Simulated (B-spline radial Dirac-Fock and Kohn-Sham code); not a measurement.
How core holes in Pd⁶⁺ decay

System: the Pd⁶⁺ ion, configuration [Kr] 4d4.

Input of the calculation (task.json; shells as n, l, electrons):

```json
{"items": [{
  "Z": 46,
  "q": 6,
  "cfg": [[1, 0, 2], [2, 0, 2], [2, 1, 6], [3, 0, 2], [3, 1, 6], [3, 2, 10], [4, 0, 2], [4, 1, 6], [4, 2, 4]],
  "A": 106,
  "rrms": 4.5318,
  "do": ["binding", "quiet", "decay"],
  "holes": ["K", "L1", "L2", "L3", "M1", "M2", "M3", "M4", "M5", "N1", "N2", "N3"]
}]}
```

Run with: `python xray_run.py task.json out`

Level of theory: one-electron (LDA, Dirac) transition rates at Dirac-Fock energies; a B-spline atomic structure program.

Partial widths are in eV. Coster-Kronig decay leaves a hole in the same principal shell; its rates are the weakest part of the model, often 1.5 to 2.5 times too large and more for N holes. Holes without an open Auger channel, or with an unreliable SCF state, are not listed.

```tsv
hole	radiative	Auger	Coster-Kronig	total	fluorescence yield	lifetime (fs)
1s	5.01	1.11	0	6.12	0.819	0.108
2s	0.0722	1.18	1.17	2.42	0.0298	0.272
2p1/2	0.111	1.77	0.0973	1.97	0.0560	0.333
2p3/2	0.106	1.93	0	2.04	0.0522	0.323
3s	0.00152	0.241	2.44	2.68	0.000566	0.246
3p1/2	0.00118	0.277	2.74	3.02	0.000390	0.218
3p3/2	0.00108	0.287	2.96	3.24	0.000331	0.203
3d3/2	9.23e-05	0.178	0	0.178	0.000519	3.70
3d5/2	8.35e-05	0.184	0	0.184	0.000454	3.58
```
